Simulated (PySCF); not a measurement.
In(Cl)2(SeH) (Cl₂HInSe), SMILES [SeH][In]([Cl])[Cl].

Geometry optimised at B3LYP-D3(BJ)/def2-SVP. The structure was generated by enumeration; whether it is a known compound was not checked. The def2 effective core potentials stand for the cores of In; spin–orbit coupling is left out. Other conformers were not sampled.

Two levels are set side by side: TDA-PBE/def2-SVPD (PySCF) and TDA-M06-2X/def2-SVPD (PySCF). Vertical, same geometry. The lowest singlet is HOMO→LUMO 100 % with PBE and HOMO→LUMO 96 % with the other functional; states are paired by order. Differences are taken from unrounded values.

| quantity | TDA-M06-2X |
|---|---|
| lowest singlet excitation (eV) | 4.07 |
| lowest triplet excitation (TDA) (eV) | 3.75 |

### Question
What does TDA-PBE give, and how far is it from TDA-M06-2X? (Estimate from the structure and the level; the computed values follow.)

### Answer

```csv
quantity,TDA-PBE,TDA-PBE minus TDA-M06-2X
lowest singlet excitation (eV),3.21,-0.86
lowest triplet excitation (TDA) (eV),2.87,-0.87
```

A lower first singlet is the usual sign of a functional without exact exchange. Differences between two approximate levels are no errors against the true value.

Rough cost on one machine, each run with all the roots and properties that it gave: TDA-M06-2X against TDA-PBE about 8 times.
